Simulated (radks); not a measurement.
Species: Yb58+. Configuration: [Ne] 3s2. Method: scalar-relativistic Kohn-Sham, PBE, spin-unpolarised, spherical densities, point nucleus; computed with a radial shooting solver on a logarithmic mesh with Libxc functionals.

Normalised radial functions P(r) = r R(r), r in bohr:

r             2p       3s
0.001106  0.0181   0.3284
0.001227  0.0215   0.3557
0.001373  0.0260   0.3871
0.001523  0.0310   0.4182
0.001703  0.0374   0.4538
0.00189   0.0446   0.4888
0.002097  0.0531   0.5255
0.002346  0.0641   0.5669
0.002603  0.0764   0.6069
0.002911  0.0922   0.6513
0.00323   0.1097   0.6934
0.003613  0.1322   0.7390
0.004009  0.1571   0.7811
0.004485  0.1891   0.8252
0.004976  0.2243   0.8641
0.005521  0.2657   0.8997
0.006176  0.3185   0.9330
0.006853  0.3761   0.9574
0.007665  0.4489   0.9747
0.008505  0.5278   0.9802
0.009513  0.6265   0.9721
0.01056   0.7323   0.9488
0.01181   0.8631   0.9040
0.0131    1.0013   0.8411
0.01454   1.1565   0.7555
0.01626   1.3433   0.6354
0.01804   1.5347   0.4964
0.02018   1.7593   0.3168
0.02239   1.9827   0.1229
0.02504   2.2355  -0.1119
0.02779   2.4765  -0.3490
0.03108   2.7353  -0.6162
0.03449   2.9662  -0.8644
0.03827   3.1782  -1.0992
0.0428    3.3726  -1.3187
0.0475    3.5091  -1.4722
0.05312   3.5951  -1.5610
0.05895   3.6072  -1.5527
0.06593   3.5384  -1.4281
0.07316   3.3947  -1.1948
0.08183   3.1560  -0.8162
0.0908    2.8648  -0.3578
0.1007    2.5209   0.1791
0.1127    2.1133   0.8032
0.125     1.7241   1.3753
0.1399    1.3201   1.9215
0.1552    0.9807   2.3100
0.1736    0.6712   2.5538
0.1926    0.4440   2.5957
0.2154    0.2644   2.4469
0.239     0.1514   2.1601
0.2652    0.0799   1.7807
0.2967    0.0363   1.3349
0.3292    0.0157   0.9436
0.3682    0.0056   0.5921
0.4086    0.0019   0.3497
0.457     0.0005   0.1776
0.5071    0.0001   0.0846
0.5672    0.0000   0.0333
0.6293    0.0000   0.0122

2p: eigenvalue -13651.1 eV, 0 radial nodes, <r> = 0.0728 bohr, 90 % of the charge inside 0.118 bohr. 3s: eigenvalue -6081.1 eV, 2 radial nodes at r = 0.0238, 0.0974 bohr, <r> = 0.197 bohr, 90 % of the charge inside 0.286 bohr.
